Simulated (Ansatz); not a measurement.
The first iterations of a band of BClH3N + H3P (10 atoms, charge 0, multiplicity 1).

Theory: RKS PBE0/6-31G* (Ansatz 0.2.0).

```json
{"movable images": "7", "climbing image": "yes", "spring": "5.0 eV/Å²", "optimiser": "quadratic models (default)", "start path": "straight line", "force threshold": "0.05 eV/Å", "iteration limit": "24", "end points": "relaxed"}
```

Initial state:

```xyz
10
Properties=species:S:1:pos:R:3
B 0.253 -0.745 0.159
N 0.278 -0.899 1.538
H -0.552 -0.937 2.112
H 1.143 -1.002 2.047
H 1.256 -0.718 -0.484
Cl -1.305 -0.573 -0.675
P -0.933 3.346 1.001
H -2.168 2.847 0.506
H -1.530 3.924 2.157
H -0.613 2.130 1.667
```

Final state:

```xyz
10
Properties=species:S:1:pos:R:3
B 0.025 0.491 0.362
N -0.532 -0.024 1.805
H -0.340 -1.020 1.932
H -0.105 0.492 2.574
H 1.211 0.275 0.374
Cl -0.871 -0.592 -0.851
P -0.379 2.400 0.094
H -1.743 2.381 0.522
H 0.106 2.868 1.357
H -1.544 0.104 1.857
```

| iteration | highest image above the first end (eV) | largest band force component (eV/Å) |
| --- | --- | --- |
| 1 | 11.647 | 48.187 |
| 2 | 2.890 | 9.651 |
| 3 | 2.195 | 5.117 |
| 4 | 1.886 | 1.875 |
| 5 | 1.659 | 1.474 |
| 6 | 1.292 | 1.053 |
| 7 | 1.206 | 0.502 |

**Question.** Does the band converge within its limit, and where does its top end?

**Answer.** It converged. It ended after 21 iterations with the highest image 1.874 eV above the first end. Neighbouring images differ by up to 1.7 eV, so the band resolves the path poorly. Another band between the same ends (7 images) ends at a top of the same energy, where a vibrational analysis finds 1 clearly imaginary mode. The orbitals stay closed-shell, which can raise the energy where a bond breaks towards radicals; this wasn't checked here.

Time of the run: 12 min on 1 thread of Intel(R) Xeon(R) Platinum 8259CL CPU @ 2.50GHz (Skylake/Cascade Lake) (shared host), peak memory 0.18 GiB.
